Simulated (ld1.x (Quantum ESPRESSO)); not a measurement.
**Cutoff test, silver, PAW**

- Element: silver
- Generator: ld1.x (Quantum ESPRESSO) 7.5
- Type: PAW
- Functional: revPBE
- Relativity: scalar-relativistic
- Frozen core: [Ar] 3d10 4s2
- Valence charge: 17
- Reference configuration: 4p6 4d10 5s0 5p0 (charge +1)
- Partial waves: 5s (bound, empty): rcut 1.85, rcutus 2.40 bohr; 5s channel at 1.5 Ry: rcut 1.85, rcutus 2.40 bohr; 4p (bound): rcut 1.35, rcutus 1.60 bohr; 5p (bound, empty): rcut 1.35, rcutus 1.60 bohr; 4d (bound): rcut 1.10, rcutus 1.35 bohr; 4d channel at -0.5 Ry: rcut 1.10, rcutus 1.35 bohr
- Local potential: all-electron potential smoothed inside 1.30 bohr (lloc = -2)
- Core correction: Bessel-smoothed model core inside 1.00 bohr
- Augmentation charge: BESSEL, radius 1.00 bohr

The pseudo-atom Hamiltonian at the reference potential is diagonalised in spherical Bessel functions j_l(qr) that vanish at 20 bohr, with q² up to the cutoff. All-electron valence levels (Ry): 5s -0.8189, 4p -4.9047, 5p -0.4598, 4d -1.1425.

**Question.** How do the lowest levels (Ry) of each channel move with the cutoff, and are there ghosts?

**Answer.**

```tsv
cutoff (Ry)	s #1	s #2	p #1	p #2	d #1	d #2	f #1	Σ f·Δε (mRy)
8	-0.8188	-0.2179	-3.9135	-0.3652	-0.2662	-0.0891	-0.0481	14710.8
18	-1.3272	-0.8189	-4.8288	-0.4197	-0.5808	-0.1288	-0.0482	6073.6
35	-1.9750	-0.8189	-4.9039	-0.4475	-1.0573	-0.1491	-0.0482	857.5
55	-1.9806	-0.8189	-4.9046	-0.4594	-1.1410	-0.1514	-0.0482	15.9
90	-1.9823	-0.8189	-4.9047	-0.4597	-1.1423	-0.1514	-0.0482	2.4
140	-1.9823	-0.8189	-4.9048	-0.4598	-1.1425	-0.1514	-0.0482	0.4
400	-1.9823	-0.8189	-4.9048	-0.4598	-1.1425	-0.1514	-0.0482	0.0
```

Result: ghost state, extra bound levels that the all-electron valence spectrum of the same l lacks: s at -27.0 eV (a true bound ghost makes a file unfit for plane-wave use); 10 mRy is reached at 60 Ry and 1 mRy at 110 Ry.
